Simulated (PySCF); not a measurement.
## Stretching ZnC⁺

Set-up: basis Zn 6-31G(d,p), C 6-31G(d,p); no relativity; PySCF 2.14. Energies in eV from Zn⁺ + C in their ground configurations at the same level. State: ²Π (doublet), unpaired electrons π ↑.

All columns are PBE0. A positive dipole points towards C; it is taken about the centre of mass and depends on that origin.

```tsv
R (Å)	E (eV)	μ (D)	Mulliken charge on Zn (basis-dependent)	HOMO (eV)	LUMO (eV)	Mayer bond order	⟨S²⟩
1.757	-1.339	-1.75	0.86	-13.96	-11.03	1.37	0.78
1.839	-1.622	-1.64	0.86	-13.90	-10.85	1.30	0.78
1.920	-1.775	-1.49	0.85	-13.84	-10.70	1.23	0.79
1.982	-1.829	-1.36	0.85	-13.79	-10.60	1.19	0.81
2.043	-1.843	-1.22	0.85	-13.74	-10.52	1.14	0.82
2.104	-1.827	-1.06	0.84	-13.68	-10.45	1.09	0.85
2.186	-1.772	-0.83	0.83	-13.61	-10.38	1.03	0.89
2.288	-1.671	-0.53	0.82	-13.53	-10.31	0.94	0.95
2.411	-1.527	-0.18	0.81	-13.46	-10.24	0.82	1.05
2.574	-1.328	0.18	0.79	-13.39	-10.11	0.69	1.17
```

A fit through these points gives, at Re = 2.038 Å, μ = -1.23 D and dμ/dR = 2.46 D/Å; the reduced mass is 10.1 u.

Problem. How strong is the fundamental in the double-harmonic approximation, I = 42.26·(dμ/dR)²/μred km/mol?

Solution. I = 42.26·(2.46)²/10.1 = 25.3 km/mol at PBE0.

⟨S²⟩ of the unrestricted solution departs from its pure value on part of the curve, where spin states mix. For an ion De counts to the pair picked by the measured ionisation energies or electron affinities, which need not be the lowest pair at this level. The state is the lowest determinant that a PBE0 search found; another state may lie lower at other levels.
